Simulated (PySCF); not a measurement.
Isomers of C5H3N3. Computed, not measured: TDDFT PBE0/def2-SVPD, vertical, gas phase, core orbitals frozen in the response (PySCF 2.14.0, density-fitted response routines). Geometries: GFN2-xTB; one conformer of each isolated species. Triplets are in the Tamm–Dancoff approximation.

A. `N#CC1=NC=CN=C1`
B. `N#CCC(C#N)C#N`
C. `C#Cc1cnnnc1`

Lowest singlet levels (six at most, fewer where fewer were computed) with oscillator strengths:

1. 7.53 eV (f 0.004); 7.67 eV (f 0.002); 7.75 eV (f 0.001); 7.95 eV (f 0.013); 8.00 eV (f 0.005); 8.02 eV (f 0.002); T1 6.30 eV
2. 3.12 eV (f 0.003); 3.64 eV (f 0.000); 3.73 eV (f 0.000); 4.27 eV (f 0.005); 5.20 eV (f 0.000); 5.21 eV (f 0.281); T1 2.29 eV
3. 3.82 eV (f 0.002); 4.41 eV (f 0.002); 5.26 eV (f 0.192); 5.41 eV (f 0.000); 5.97 eV (f 0.164); 6.08 eV (f 0.000); T1 3.18 eV

**Question.** Match each spectrum to its molecule.

**Answer.** 1 = B, 2 = C, 3 = A.
- A: S1 at 3.82 eV, HOMO→LUMO (99%); Löwdin shares by element: HOMO nitrogen 56% or more, carbon 18% or more (atoms not listed hold the other 26%); LUMO nitrogen 38% or more, carbon 33% or more (atoms not listed hold the other 29%); HOMO -8.09 and LUMO -2.59 eV; point group Cs, 2 of its 6 listed states under f = 0.0005.
- B: S1 at 7.53 eV, HOMO→LUMO (48%), HOMO-3→LUMO (16%), HOMO→LUMO+1 (13%); Löwdin shares by element: HOMO nitrogen 48%, carbon 18% or more (atoms not listed hold the other 34%); LUMO nitrogen 36% or more, carbon 28% or more (atoms not listed hold the other 36%); HOMO -10.36 and LUMO -1.09 eV.
- C: S1 at 3.12 eV, HOMO→LUMO (99%); Löwdin shares by element: HOMO nitrogen 88%, carbon 5% or more; LUMO nitrogen 31% or more, carbon 31% or more (atoms not listed hold the other 39%); HOMO -7.28 and LUMO -2.60 eV; point group C2v, 3 of its 6 listed states under f = 0.0005.
